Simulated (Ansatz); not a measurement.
```xyz
12

C     0.8364   -0.4627    1.4992
Si    0.0569   -0.9463   -0.1159
N    -1.0250    0.2957   -0.7791
C    -0.5885    1.4663   -1.2612
S     0.9761    1.9393   -1.2670
H     1.3621   -1.3242    1.9207
H     0.0748   -0.1471    2.2160
H     1.5487    0.3504    1.3611
H    -0.8976   -2.0702    0.0966
H     1.0443   -1.3334   -1.1488
H    -2.0175    0.1227   -0.8500
H    -1.3707    2.1094   -1.6717
```

Total charge 0; spin multiplicity 1.

Task: List the PBE0/def2-TZVPP orbital energies in eV (Ansatz 0.2.0). (Estimate.)

Result: Ansatz gave: Occupied: -2421.36, -1802.96, -392.41, -280.73, -277.87, -216.71, -160.54, -160.48, -160.35, -145.24, -99.94, -99.89, -99.86, -26.50, -21.02, -19.83, -17.00, -15.63, -14.15, -12.08, -11.65, -11.39, -11.10, -10.18, -9.48, -9.25, -7.04, -6.38. Lowest empty: -1.23, 0.46, 1.10, 1.51, 1.87, 2.37, 2.47, 2.67.
